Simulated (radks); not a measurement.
Values are calculated unless marked as measured or tabulated.
The nuclear charge of the tantalum ion Ta+ is varied continuously with 72 electrons held in [Xe] 4f14 5d3 6s1. Level of theory: Dirac Kohn-Sham, PBEsol, spin-unpolarised, spherical densities, finite nucleus; open shells are shared between the two j in proportion to 2j + 1; Fermi nuclear charge, rms radius 5.3507 fm (a radial shooting solver on a logarithmic mesh with Libxc functionals). By the Hellmann-Feynman theorem dE/dZ = E(electron-nucleus)/Z, the electronic potential at the nucleus (averaged over a nucleus of fixed radius).

Z      E (hartree)  E(electron-nucleus)/Z (hartree)   HOMO  e(HOMO) (eV)  <r> HOMO (bohr)
72     -15090.9462                         -522.018  5d5/2        -1.854            2.762
72.25  -15221.8046                         -524.849  5d5/2        -3.606            2.537
72.5   -15353.3706                         -527.678  5d5/2        -5.617            2.370
72.75  -15485.6438                         -530.507  5d5/2        -7.851            2.240
73     -15618.6243                         -533.338  5d5/2       -10.281            2.134
73.25  -15752.3127                         -536.170  5d5/2       -12.888            2.044
73.5   -15886.7094                         -539.005  5d5/2       -15.656            1.968
73.75  -16021.8153                         -541.843  6s1/2       -18.144            2.798
74     -16157.6312                         -544.685  6s1/2       -20.509            2.724

The central difference of E at Z = 73 is -533.338 hartree, to compare with the third column; the second derivative is -11.3 hartree.
